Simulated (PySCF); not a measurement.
SMILES CCCCOC(C)=[OH+] (charge +1), GFN2-xTB optimised geometry.

```
21

C      1.95     1.63     1.25
C      0.43     1.62     1.24
C     -0.11     0.91     0.00
C     -1.64     0.91     0.00
O     -2.14     0.34    -1.23
C     -2.35    -0.90    -1.38
C     -2.83    -1.37    -2.69
O     -2.14    -1.71    -0.39
H      2.34     2.14     0.37
H      2.32     2.14     2.13
H      2.34     0.61     1.25
H      0.06     1.12     2.14
H      0.06     2.65     1.26
H      0.26    -0.12    -0.01
H      0.25     1.42    -0.90
H     -2.02     1.93     0.00
H     -2.03     0.36     0.86
H     -2.13    -2.09    -3.12
H     -2.93    -0.53    -3.38
H     -3.79    -1.87    -2.59
H     -2.34    -2.65    -0.56
```

Density from CAM-B3LYP/def2-SVP (PySCF) at that geometry.

Minimum of the electron density along straight lines between bonded atoms, close to the bond critical point (lines longer than 1.1 times the sum of covalent radii, or with two minima, are not listed):

```tsv
bond	length / Å	ρ at the minimum / e bohr⁻³	∇²ρ there / e bohr⁻⁵	position (fraction from the first atom)
C1–C2	1.524	0.245	-0.57	0.49
C2–C3	1.529	0.243	-0.56	0.48
C3–C4	1.527	0.247	-0.58	0.47
C4–O5	1.447	…	0.06	0.33
O5–C6	1.258	0.367	…	0.67
C6–C7	1.476	0.271	…	0.56
C6–O8	1.297	0.338	-0.27	0.33
C1–H9	1.087	0.278	-1.04	0.63
C1–H10	1.086	0.279	-1.06	0.64
C1–H11	1.087	0.278	-1.03	0.63
C2–H12	1.091	0.278	-1.03	0.63
C2–H13	1.091	0.279	-1.03	0.63
C3–H14	1.092	0.277	-1.02	0.63
C3–H15	1.091	0.279	-1.05	0.64
C4–H16	1.091	0.288	-1.17	0.66
C4–H17	1.092	0.287	-1.15	0.65
C7–H18	1.092	0.273	-1.04	0.65
C7–H19	1.087	0.280	-1.12	0.66
C7–H20	1.092	0.273	-1.04	0.65
O8–H21	0.973	0.335	-2.61	0.83
```

Some entries are withheld; supply them.


- C4–O5, ρ at the minimum / e bohr⁻³: 0.211
- O5–C6, ∇²ρ there / e bohr⁻⁵: -0.07
- C6–C7, ∇²ρ there / e bohr⁻⁵: -0.71
